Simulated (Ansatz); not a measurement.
F₄Sn (SMILES [F][Sn]([F])([F])[F]), singlet, at a GFN2-xTB geometry (such geometries of metal compounds can be far from the true shape) (all electrons, no relativity); REVPBE/STO-3G in Ansatz (an electronic-structure program).

Input for Ansatz:
Ansatz 0.2 input:
```yaml
crystal:
  periodic: [false, false, false]
  atoms:
    - {symbol: F, position_ang: [-0.95583512, -1.49040427, -0.73172632]}
    - {symbol: Sn, position_ang: [-0.00000000, -0.00000000, -0.00000000]}
    - {symbol: F, position_ang: [-1.14423492, 1.53611205, 0.03788529]}
    - {symbol: F, position_ang: [0.56745998, -0.41770137, 1.78153412]}
    - {symbol: F, position_ang: [1.53261006, 0.37199359, -1.08769309]}
basis:
  gaussian:
    orbitals: STO-3G
hamiltonian:
  xc: revpbe
```

The log (banner, timings and long lists left out):

```
Functional definition: revPBE
659 factors; integrals over basis functions are off by at most 3.7e-5 eV
mean field evaluation 1: about -173019.3702 eV, gradient 2.3e1 eV
mean field evaluation 2: about -173017.4639 eV, gradient 3.2e1 eV
mean field evaluation 4: about -173022.2128 eV, gradient 1.9e-1 eV
mean field evaluation 8: about -173022.1403 eV, gradient 5.8e-3 eV
mean field -173022.14024657 eV, -6358.4463754426 hartree, gradient 1.2e-5 eV, S^2 0.000000; 0 other end points of the search recorded, 0 dependent functions left out
reference -173022.14026228 eV, -6358.4463760200 hartree; 43, 43 occupied and 4, 4 virtual orbitals, 659 factors
Total energy: -173022.14026228 eV, -6358.4463760200 hartree
```
